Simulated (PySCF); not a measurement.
2-chloroprop-1-ene (C₃H₅Cl), SMILES CC(=C)Cl. Heavy atoms are numbered as in [CH2:1]=[C:2]([CH3:3])[Cl:4]. Hydrogens are named by the atom that carries them.

Coordinates come from a PBE-D3(BJ)/def2-SVP optimisation.

The numbers are results of PBE/pcSseg-1 (PySCF), not measurements.

GIAO shieldings, no solvent; atoms alike by connectivity are averaged. δ = σ(ref) − σ: ¹³C against TMS (σ = 182.0 ppm); ³⁵Cl against HCl (σ = 936.5 ppm); ¹H against TMS (σ = 31.49 ppm), references at their B3LYP-D3(BJ)/def2-TZVP geometries, non-relativistic (without spin–orbit terms, shifts of atoms bonded to Cl or Br come out too high).

Problem. Estimate the chemical shifts. (An estimate is asked for; the answer gives what the named calculation found.)

Solution. 
| nucleus | atoms | count | δ (ppm) |
|---|---|---|---|
| ¹³C | C2 | 1 | 158.2 |
| ¹³C | C1 (CH2) | 1 | 120.7 |
| ¹³C | C3 (CH3) | 1 | 33.1 |
| ³⁵Cl | Cl4 | 1 | 309.9 |
| ¹H | H on C1 | 2 | 5.77 |
| ¹H | H on C3 | 3 | 2.59 |
